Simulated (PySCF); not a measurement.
Ge(H)(Et)(NH2)2, C₂H₁₀GeN₂, SMILES C[CH2][GeH]([NH2])[NH2] (GFN2-xTB optimised geometry):

```
15

Ge    -1.428    -0.136     0.000
N     -1.980    -0.852     1.581
N     -2.266     1.480     0.000
C      0.569    -0.136     0.000
C      1.179    -1.530    -0.042
H     -1.972    -0.832    -1.244
H     -1.682    -1.796     1.779
H     -2.975    -0.796     1.745
H     -2.164     2.006     0.857
H     -2.060     2.096    -0.773
H      0.910     0.386     0.896
H      0.924     0.439    -0.857
H      0.830    -2.074    -0.918
H      2.266    -1.474    -0.084
H      0.900    -2.096     0.844
```

Method: PBE0/def2-TZVP run with PySCF 2.14.0.

**Question.** What are the frontier orbital energies and the dipole moment?

**Answer.** HOMO-2 -8.70 eV, HOMO-1 -7.12 eV, HOMO -6.88 eV, LUMO 0.88 eV, LUMO+1 1.05 eV; dipole moment 0.80 D.

On the same geometry PySCF with PBE/def2-TZVP gives HOMO-2 -7.30 eV, HOMO-1 -5.66 eV, HOMO -5.51 eV, LUMO 0.05 eV, LUMO+1 0.22 eV; dipole moment 0.74 D.

Meta-Löwdin charges at PBE0/def2-TZVP: Ge1 0.86, N2 -0.73, N3 -0.73, C4 -0.43, C5 -0.34, H6 -0.12, H7 0.23, H8 0.23, H9 0.23, H10 0.23, H11 0.12, H12 0.11, H13 0.11, H14 0.12, H15 0.11.
